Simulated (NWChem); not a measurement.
CH5NOSn, singlet; SMILES C[O][Sn][NH2]

Computed with NWChem. Low-valent species are run as closed-shell singlets; no triplet was tried in these runs. All runs use the structure optimised with PBE0/def2-SVP. Not confirmed as a minimum by frequencies. def2 effective core potentials on Sn; no spin-orbit coupling. One conformer.

Diagonal of the polarisability tensor at CAM-B3LYP/def2-SVPD, static: 70.80, 76.31, 55.08 bohr³.

**Question.** Find the mean polarisability volume, the molar refraction, and the refractive index that an ideal gas of it would have at 273.15 K and 1 atm.

**Answer.** 
1. Mean: one third of the trace = 67.39 bohr³ × 0.14818 Å³/bohr³ = 9.99 Å³.
2. Molar refraction (Lorentz-Lorenz): (4π/3) N_A α = 25.2 cm³/mol.
3. Number density p/kT = 2.687 × 10⁻⁵ Å⁻³; n − 1 = 2π N α = 16.86 × 10⁻⁴.
4. These hold the electronic response alone: vibrational and orientational terms add to the static dielectric constant.
